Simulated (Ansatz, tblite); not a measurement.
Cost and result up the ladder for the cluster SrO2 (3 atoms). Charge 0, multiplicity 1. Geometry: PBE-D4/def2-TZVP.

Cartesian coordinates in Å:
```
Sr 0.2357 -0.7901 -1.0221
O 0.6282 0.4805 0.6171
O -0.8639 0.3095 0.4051
```

Ansatz on 4 threads of Arm Neoverse V1 on a shared host; xTB runs through tblite on one thread. Times are rough, summed over both states, and most runs start from the orbitals of an earlier one. PBE0-D4/def2-TZVP serves as the yardstick here, not as an exact answer. The other state is a doublet.

In the def2 sets Sr takes a core potential; there is no spin–orbit coupling. The xTB rows come from tblite. Correlated methods freeze 2 core orbitals; core or outer-core shells of Sr are correlated, in sets that lack core-valence functions. In CCSD on the charge 1 doublet the largest single amplitude is 0.27, so its Hartree–Fock determinant may place the open shell otherwise than the density functionals do. The structure holds 1 bond(s) between oxygen atoms. The structure comes from a short search, and lower isomers may exist.

Run but left out: HF/def2-TZVPP, MP2/def2-TZVPP (charge +1 doublet: a determinant that CCSD turns far, T1 0.066).

Correlated methods converge slowly with the basis.

Raw xTB energies of ions are shifted by several eV.

| level | functions | wall time |
| --- | --- | --- |
| GFN1-xTB | 17 | 0.006 s |
| GFN2-xTB | 17 | 0.025 s |
| PBE-D4/def2-TZVP | 95 | 1.4 s |
| PBE0-D4/def2-TZVP | 95 | 2 s |
| r2SCAN-D4/def2-TZVP (with forces) | 95 | 3.1 s |
| CCSD(T)/def2-TZVPP | 102 | 7.8 s |

Estimate what each level gives for the vertical IE (eV).


```
                            level  vertical IE (eV)  difference from PBE0-D4/def2-TZVP (eV)                                                                                                remarks
                         GFN1-xTB             13.41                                    6.99                                                                                                      –
                         GFN2-xTB             15.04                                    8.62                                                                                                      –
                 PBE-D4/def2-TZVP              6.52                                    0.10                                                                                                      –
                PBE0-D4/def2-TZVP              6.42                                    0.00                                                                                                      –
r2SCAN-D4/def2-TZVP (with forces)              6.36                                   -0.06                                                                                                      –
               CCSD(T)/def2-TZVPP              6.18                                   -0.24  large T1 (0.025) (singlet), large T1 (0.066) (+1 doublet), spin-contaminated (⟨S²⟩ 0.88) (+1 doublet)
```
